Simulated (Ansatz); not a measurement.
Reaction (redistribution): `CO[SiH](C)[SiH3]` + `C[SiH](O)[SiH3]` → `C[SiH]([SiH3])[SiH3]` + `CO[SiH](C)O`

Program: Ansatz. Geometries: PBE0-D4/def2-TZVP. ΔE: electronic, gas phase. CCSD(T)/CBS adds triple-zeta CCSD(T) − MP2 to the extrapolated MP2 energy (def2 sets, frozen cores). Functionals use def2-TZVPP. B3LYP here is the variant with VWN-RPA as its local correlation; programs differ in this. One conformer a species, not always the lowest.

`CO[SiH](C)[SiH3]`:

Cartesian coordinates in Å:
```
C 0.491 -1.533 -1.805
O 0.580 -0.274 -1.181
Si -0.434 0.192 0.036
C -0.226 -0.861 1.566
Si 0.065 2.442 0.447
H 0.798 -2.339 -1.130
H -0.528 -1.739 -2.154
H 1.158 -1.536 -2.670
H -1.850 0.050 -0.430
H 0.796 -0.806 1.950
H -0.460 -1.909 1.362
H -0.903 -0.517 2.353
H -0.832 2.965 1.516
H 1.472 2.594 0.911
H -0.127 3.271 -0.772
```

`C[SiH](O)[SiH3]`:

Z-matrix (Å, degrees):
```
C
Si 1 1.869
H 1 1.092 2 111.1
H 1 1.094 2 111.1 3 -120.6
H 1 1.094 2 110.3 3 120.0
O 2 1.657 1 112.1 3 59.1
Si 2 2.342 1 111.5 3 -59.2
H 2 1.496 1 107.9 3 -179.7
H 6 0.958 2 117.6 1 68.6
H 7 1.489 2 110.9 1 59.8
H 7 1.488 2 111.5 1 -178.9
H 7 1.490 2 109.3 1 -59.2
```

`C[SiH]([SiH3])[SiH3]`:

Z-matrix (Å, degrees):
```
C
Si 1 1.883
H 1 1.092 2 110.7
H 1 1.092 2 110.7 3 120.1
H 1 1.092 2 110.7 3 -120.0
Si 2 2.340 1 111.2 3 -179.6
Si 2 2.340 1 111.1 3 59.5
H 2 1.493 1 109.9 3 -60.1
H 6 1.490 2 111.4 1 58.2
H 6 1.488 2 110.6 1 178.9
H 6 1.490 2 110.0 1 -61.5
H 7 1.488 2 110.6 1 -179.4
H 7 1.490 2 110.0 1 61.0
H 7 1.490 2 111.4 1 -58.7
```

`CO[SiH](C)O`:

Cartesian coordinates in Å:
```
C -0.366 -2.049 0.542
O 0.174 -0.763 0.713
Si 0.073 0.420 -0.418
C 0.969 1.882 0.262
O -1.483 0.866 -0.724
H 0.016 -2.695 1.336
H -1.459 -2.034 0.606
H -0.077 -2.486 -0.423
H 0.651 -0.110 -1.690
H 0.464 2.247 1.160
H 1.994 1.620 0.529
H 0.995 2.694 -0.468
H -1.949 0.408 -1.424
```

```json
{"level": "r2SCAN-D4", "ΔE (kJ/mol)": "-44.8"}
{"level": "ωB97M-V", "ΔE (kJ/mol)": "-42.6"}
{"level": "PBE", "ΔE (kJ/mol)": "-41.3"}
{"level": "B3LYP", "ΔE (kJ/mol)": "-38.5"}
{"level": "HF/def2-TZVPP", "ΔE (kJ/mol)": "-37.9"}
{"level": "CCSD(T)/def2-TZVPP", "ΔE (kJ/mol)": "-42.9"}
{"level": "MP2/def2-QZVPP", "ΔE (kJ/mol)": "-43.6"}
{"level": "SCS-MP2/def2-QZVPP", "ΔE (kJ/mol)": "-40.9"}
```

Problem. What does CCSD(T)/CBS give? (An estimate is asked.)

Solution. The calculation gave: -42.3 kJ/mol. The listed levels differ from it by -2.5, -0.3, 1.0, 3.8, 4.4, -0.6, -1.3, 1.4 kJ/mol.

Largest T1 diagnostic among the species: 0.012.

In def2-TZVPP, CCSD(T) changes the Hartree–Fock value by −5.0 kJ/mol (the triples alone add −0.9 kJ/mol) and MP2 by −6.1 kJ/mol.
